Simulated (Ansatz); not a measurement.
V4O3, relaxed as a singlet with RKS PBE-D4/def2-SVP in Ansatz, starting from the GFN1-xTB geometry. Force threshold 0.02 eV/Å.

The relaxation made no stability test and no search for a lower SCF solution. No other spin state of charge 0 was run. The structure comes from a short search, and lower isomers may exist.

Start:

Cartesian coordinates in Å:
```
V -1.756 -2.116 -0.154
V 0.489 -0.247 -2.051
V 0.857 0.018 0.832
V 0.062 2.973 0.935
O 1.119 1.666 1.001
O -0.491 -1.130 -0.973
O -0.280 -1.165 0.409
```

```tsv
step	energy (eV)	largest force component (eV/Å)	SCF passes
1	-108833.2547	9.871	197
2	-108835.9396	8.656	128
3	-108839.4701	4.155	110
4	-108841.9567	3.736	96
5	-108842.7727	3.528	77
6	-108843.9651	3.065	102
7	-108844.9129	2.531	85
8	-108845.8635	1.761	53
9	-108846.5848	0.998	48
10	-108847.0219	1.155	53
11	-108847.0993	1.318	61
12	-108847.2180	0.580	43
13	-108847.3520	0.521	60
14	-108847.4638	1.463	82
15	-108847.7248	1.224	87
16	-108847.9787	1.439	58
17	-108848.2178	1.199	53
18	-108848.4983	1.116	51
19	-108848.8340	0.699	41
20	-108849.0687	0.847	47
21	-108849.1716	0.423	53
22	-108849.2299	0.360	49
23 (rejected)	-108849.2149	1.069	47
24	-108849.2735	0.207	40
25	-108849.2811	0.265	39
26	-108849.2906	0.080	37
27	-108849.2919	0.016	31
```

Force components are those of the run's own axes.

End:

Cartesian coordinates in Å:
```
V -1.1110 -0.6378 -0.0163
V 0.5270 0.3146 -1.5049
V 1.0562 -0.2366 0.6856
V -0.4082 1.5720 0.0603
O 0.8438 1.3988 1.3479
O -0.8114 -0.8701 -1.7524
O -0.0966 -1.5409 1.1798
```

Bonds lost: V3–O6, O6–O7 (atoms count from 1). Bonds formed: V1–V4, V2–V4 (atoms count from 1). The end is the same structure that another start reached.

No frequencies were taken in this run, so the end may be a saddle point.

Hardware: 4 threads of Arm Neoverse V2 on a shared host. Wall time 1.8 min.
